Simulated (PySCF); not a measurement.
Compound: C3H5NSi.
Numbering: `[CH:1]#[C:2][SiH2:3][N:4]=[CH2:5]` (hydrogens: H6 on C1; H7, H8 on Si3; H9, H10 on C5)

Method: PBE0-D3(BJ)/def2-SVP geometry optimisation, gas phase (PySCF); density fitting, grid level 1; the optimiser is geomeTRIC in internal coordinates, started from a GFN2-xTB structure with every atom displaced at random (about 0.01 Å).

Step 0: E = -12542.7577 eV
```
atom  x, y, z in Å  |  force x, y, z in eV/Å
C1      2.4055   -0.9334   -0.1022   -3.430   3.346  -0.071
C2      1.5262   -0.0649   -0.1213    0.960  -1.072   0.017
Si3     0.1222    1.1682   -0.1408    1.620  -0.196   0.146
N4     -1.4103    0.5151    0.0553   -1.948  -1.181   0.121
C5     -1.8944   -0.6449    0.2068    0.505   1.173   0.128
H6      3.1430   -1.6298   -0.1002    2.138  -2.042   0.030
H7      0.2983    2.0674    1.0123    0.168   0.334   0.105
H8      0.1108    1.8286   -1.4449    0.124   0.367  -0.384
H9     -1.2826   -1.5406    0.2849    0.401  -0.661  -0.059
H10    -2.9681   -0.7866    0.3291   -0.539  -0.069  -0.033
```

**Question.** Estimate the geometry and energy of step 1. (The exact step hangs on the optimiser's Hessian estimate; all steps are aligned on step 0, rigid shifts and turns removed.)

**Answer.** E = -12542.9722 eV, largest force 0.496 eV/Å
```
atom  x, y, z in Å  |  force x, y, z in eV/Å
C1      2.2892   -0.9532   -0.0936    0.156  -0.003  -0.021
C2      1.4631   -0.0568   -0.1104   -0.098   0.010  -0.010
Si3     0.1172    1.2171   -0.1371    0.333  -0.359   0.076
N4     -1.4606    0.5231    0.0614   -0.207   0.309  -0.097
C5     -1.8362   -0.6659    0.2106    0.027  -0.174   0.189
H6      3.0581   -1.7141   -0.0890   -0.199   0.120   0.016
H7      0.3381    2.1582    0.9898   -0.005   0.085  -0.007
H8      0.1478    1.9054   -1.4500   -0.008   0.092  -0.043
H9     -1.1551   -1.5403    0.2732    0.058  -0.022  -0.069
H10    -2.9111   -0.8947    0.3241   -0.059  -0.057  -0.034
```

The energy changes by -0.2145 eV. The first-order estimate −F·Δx gives -0.4297 eV and the mean of the old and new forces, exact on a quadratic surface, -0.2248 eV. The step makes an angle of 78° with the force vector and moves no atom by more than 0.128 Å.

The cost below is that of the whole optimisation. Time: 22 s wall; peak memory 0.40 GiB. Hardware: one thread, Arm Neoverse V1 (aarch64), shared host with 32 logical CPUs at a one-minute load of 15.
